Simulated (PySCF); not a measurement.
Potential energy curve for CF, doublet.

Computed with CCSD(T) on UHF/cc-pVTZ, 2 core orbitals frozen (PySCF).

Task: Relative to R = 1.27 Å, what are the energies at R = 1.19, 1.34, 1.45, 1.71 Å?

Result: 5.2 kcal/mol at 1.19 Å, 1.8 kcal/mol at 1.34 Å, 11.1 kcal/mol at 1.45 Å, 43.8 kcal/mol at 1.71 Å.

The scan ran from 1.02 to 5.09 Å; beyond the distances shown one of the unrestricted levels run for this scan, shown here or not, changes its spin distribution in one step.
